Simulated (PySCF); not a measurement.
Compound: C4H3O2P.
Numbering: `[O:1]=[CH:2][c:3]1[cH:4][o:5][cH:6][p:7]1`

NICS = −σ at a ghost point: NICS(0) at the centroid of the ring atoms, NICS(1) 1 Å to either side along the normal of their mean plane, zz for the tensor component along that normal. Level: GIAO PBE0/pcSseg-1 (PySCF, non-relativistic, gas phase) on the GFN2-xTB geometry, one conformer.

Ring bond lengths (Å), with Mayer bond orders in brackets: C3–C4 1.373 (1.49), C4–O5 1.317 (1.13), O5–C6 1.342 (1.06), C6–P7 1.708 (1.57), P7–C3 1.784 (1.11).

Question: What do the NICS probes read (ppm)?

Answer: 
```tsv
ring	type	NICS(0)	NICS(1), two faces	NICS(1)zz, two faces	rms pucker (Å)	centre to ring atoms, mean (Å)
C3–C4–O5–C6–P7	5-membered ring with O and P; formal bonds all aromatic	-11.3	-11.0 / -11.0	-25.9 / -25.9	0.00	1.27
```

Question: What can be read from them?

Answer: 
- C3–C4–O5–C6–P7: mean NICS(1)zz -25.9 ppm, shielded.

Question: What does the geometric index give? HOMA takes Krygowski's 1993 parameters.

Answer: 
- C3–C4–O5–C6–P7: HOMA 0.54; the largest term is that of O5–C6, α(R − Ropt)² = 0.94.

Question: What is the mean of the two in-plane components of NICS at the second NICS(1) probe listed for ring C3–C4–O5–C6–P7, 1 Å off the ring?

Answer: The isotropic value is a third of the trace: (3 × -11.0 − (-25.9))/2 = -3.6 ppm.

Question: Give the inner angles of the rings and the Hirshfeld charges of the ring atoms.

Answer: 
- C3–C4–O5–C6–P7: C3 110.1° (-0.106 e), C4 115.3° (+0.051 e), O5 111.6° (-0.032 e), C6 116.2° (-0.039 e), P7 86.8° (+0.072 e); sum 540.0° against 540° for a flat convex ring.

Question: How shielded are the nuclei of the rings and their hydrogens (means over atoms taken as equivalent)?

Answer: 
```csv
atoms,environment,σ isotropic (ppm),"principal values of the symmetric part, first atom (ppm)"
C3,substituted aromatic carbon,36.6,"-40.0, 20.5, 129.5"
C4,aromatic CH next to a ring oxygen,27.7,"-57.3, 28.1, 112.1"
O5,furan-type oxygen,-20.5,"-233.7, -80.5, 252.8"
C6,aromatic CH next to a ring oxygen,-3.1,"-149.3, 41.4, 98.7"
P7,phosphorus bonded to 2 C,175.1,"-79.2, 116.9, 487.7"
H on C4,aromatic hydrogen,22.64,"19.1, 23.2, 25.6"
H on C6,aromatic hydrogen,22.75,"20.5, 21.2, 26.5"
```

The values belong to the conformer `[O:1]=[CH:2][c:3]1[cH:4][o:5][cH:6][p:7]1`: O1–C2–C3–C4 0°.
